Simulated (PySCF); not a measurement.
Vertical excitations of a molecule C₈H₆N₂S from TDA-PBE/def2-SVP run with PySCF, as energy in eV (oscillator strength): 3.21 (0.005), 3.69 (0.005), 3.98 (0.010), 4.26 (0.324), 4.46 (0.071), 4.52 (0.009), 4.59 (0.086), 4.78 (0.079), 5.14 (0.009), 5.23 (0.069). Lowest triplet (TDA): 2.88 eV. Geometry optimised at r2SCAN-D4/def2-SVP. One conformer was computed; it need not be the lowest.

### Question
Pick the molecule that these values belong to.
A. C=Cc1cccc2nsnc12
B. c1cncc(-c2cncs2)c1
C. c1csc(-c2cncnc2)c1
D. C=Cc1ccc2nsnc2c1

### Answer
C, c1csc(-c2cncnc2)c1
